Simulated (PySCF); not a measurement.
# Ionisation energy of Se²⁺ by level of theory

Se²⁺ [Ar] 3d10 4s2 4p2 (3P) → Se³⁺ [Ar] 3d10 4s2 4p1 (2P), as a difference of total energies. Computed with PySCF 2.14 in aug-cc-pVDZ-DK, with the spin-free X2C one-electron Hamiltonian (Gaussian nucleus). Correlated levels: valence: [Ar] 3d10 frozen. The calculations carry no spin-orbit coupling.

```csv
method,ionisation energy (eV),plus first-order spin-orbit estimate,error of that sum (eV)
UHF,30.976,30.944,-0.753
LDA,31.760,31.728,+0.031
PBE,31.599,31.567,-0.130
PBE0,31.649,31.617,-0.080
r2SCAN,31.841,31.809,+0.112
wB97X,31.416,31.384,-0.313
PW91,31.692,31.660,-0.037
PBEsol,31.610,31.577,-0.120
LC-wPBE,31.764,31.731,+0.034
MP2 (valence),31.231,31.199,-0.498
SCS-MP2 (valence),31.167,31.135,-0.562
```

Reference: 31.697 ± 0.019 eV (measured; NIST Atomic Spectra Database, ionization energies).

A first-order spin-orbit estimate (lowest level to lowest level, LS coupling) adds -0.032 eV.

Errors of the correlated levels include the incompleteness of this basis and the frozen core.
